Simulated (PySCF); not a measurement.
**SiSe⁺: from constants to spectrum**

UHF-SCS-MP2 constants of SiSe⁺, ²Π (doublet), unpaired electrons π ↑ (Si def2-SVP, Se def2-SVP; no relativity (PySCF 2.14); masses 27.9769 and 79.9165 u):

- ωe: 478.0 cm⁻¹
- ωexe: 1.4 cm⁻¹
- Be: 0.16583 cm⁻¹
- αe: 0.000701 cm⁻¹
- D (centrifugal): 7.98e-08 cm⁻¹
- De to Si⁺ + Se: 3.21 eV

(1) Give the vibrational terms G(v) and spacings up to v = 6.

(2) How well does the Morse estimate ωe²/(4ωexe) reproduce De, and what is D0?

Correlated steps freeze 14 core orbitals. Correlated levels converge slowly with the basis: in double zeta they bind strong bonds too weakly, by up to about 1 eV, and carry superposition errors of some tenths. Spin–orbit coupling is left out. For an ion De counts to the pair picked by the measured ionisation energies or electron affinities, which need not be the lowest pair at this level. The state is the lowest determinant that a PBE0 search found; another state may lie lower at other levels.

## Answers

(1) G(v) = ωe(v+½) − ωexe(v+½)².

```json
{"v": "0", "G(v) (cm⁻¹)": "238.7", "G(v) − G(v−1)": "", "Bv (cm⁻¹)": "0.1655"}
{"v": "1", "G(v) (cm⁻¹)": "713.9", "G(v) − G(v−1)": "475.2", "Bv (cm⁻¹)": "0.1648"}
{"v": "2", "G(v) (cm⁻¹)": "1186.2", "G(v) − G(v−1)": "472.4", "Bv (cm⁻¹)": "0.1641"}
{"v": "3", "G(v) (cm⁻¹)": "1655.8", "G(v) − G(v−1)": "469.6", "Bv (cm⁻¹)": "0.1634"}
{"v": "4", "G(v) (cm⁻¹)": "2122.7", "G(v) − G(v−1)": "466.8", "Bv (cm⁻¹)": "0.1627"}
{"v": "5", "G(v) (cm⁻¹)": "2586.7", "G(v) − G(v−1)": "464.0", "Bv (cm⁻¹)": "0.1620"}
{"v": "6", "G(v) (cm⁻¹)": "3047.8", "G(v) − G(v−1)": "461.2", "Bv (cm⁻¹)": "0.1613"}
```

(2) It gives 5.06 eV, 158 % of the computed De. D0 = De − G(0) = 3.21 − 0.03 = 3.18 eV.
